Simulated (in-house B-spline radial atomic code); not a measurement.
# Ionising Mn⁷⁺ with different functionals

Computed with a radial B-spline atomic code at the basis-set limit: scalar-relativistic (spin-free X2C) Hamiltonian, Fermi nucleus of rms radius 3.7057 fm, spin-polarised at highest spin, spherical fractional occupations for the functionals, the average over the highest-spin determinants for Hartree-Fock. The ionisation energy is the difference of two self-consistent energies, [Ne] 3s2 3p6 → [Ne] 3s2 3p5, without Breit or QED terms; ε is the level of the shell that loses the electron (its least bound occupied spin orbital).

Hybrids are left out here: with spherical fractional occupations of an open shell their exact exchange keeps a self-interaction that integer-occupation calculations don't have.

```
           method          rung  ΔSCF (eV)  -ε(3p) (eV)
     Hartree-Fock  Hartree-Fock     194.75       195.81
         LDA VWN5           LDA     195.79       182.85
         LDA PW92           LDA     195.78       182.84
LDA exchange-only           LDA     193.63       180.77
              PBE           GGA     195.81       182.92
           PBEsol           GGA     195.66       182.75
             BLYP           GGA          ?            ?
             RPBE           GGA     195.80       182.92
             PW91           GGA     195.96       183.05
             BP86           GGA     195.93       183.01
             AM05           GGA     195.63       182.71
             OLYP           GGA     196.29       183.46
             TPSS      meta-GGA     196.11       183.29
             SCAN      meta-GGA     196.79       184.17
           r2SCAN      meta-GGA     196.72       184.12
          revTPSS      meta-GGA          ?            ?
```

(1) What does revTPSS give?

(2) What does BLYP give?

(3) How do they compare with the NIST value?

## Answers

(1) ΔSCF 195.99 eV, and -ε(3p) = 183.18 eV.

(2) ΔSCF 195.64 eV, and -ε(3p) = 182.75 eV.

(3) NIST lists 195.5 eV ± 0.3 (semi-empirical, ground level to ground level). Errors run from -1.87 to +1.29 eV; AM05 is closest (+0.13 eV), though others lie within the uncertainty of it, and part of that can be cancellation, since the calculations leave out spin-orbit coupling, Breit-QED terms, multiplet and fine-structure energies. Hartree-Fock also lacks correlation.
